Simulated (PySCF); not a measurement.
CaF, SMILES [F][Ca], multiplicity 2. Geometry: PBE0-D3(BJ)/def2-TZVPD. The multiplicity is an assumed one; other spin states were not compared.

The numbers are results of PySCF 2.14.0 with PBE0-D3(BJ)/def2-TZVPD, not measurements.

Harmonic wavenumbers (cm⁻¹): 588. Rotational constants (GHz): 10.26 (linear); symmetry number 1.

Question: Work out the zero-point energy and the ideal-gas rigid-rotor harmonic-oscillator thermochemistry at 298.15 K and 1 atm.

Answer: ZPE = ½ Σ hcν = ½ × 588 cm⁻¹ = 3.51 kJ/mol. H − E(el) = 12.63 kJ/mol. Entropy in J/(mol K): translation 159.62, rotation 61.58, vibration 1.97, spin 5.76, total 228.93. G − E(el) = -55.63 kJ/mol. Cp = 33.53 J/(mol K).
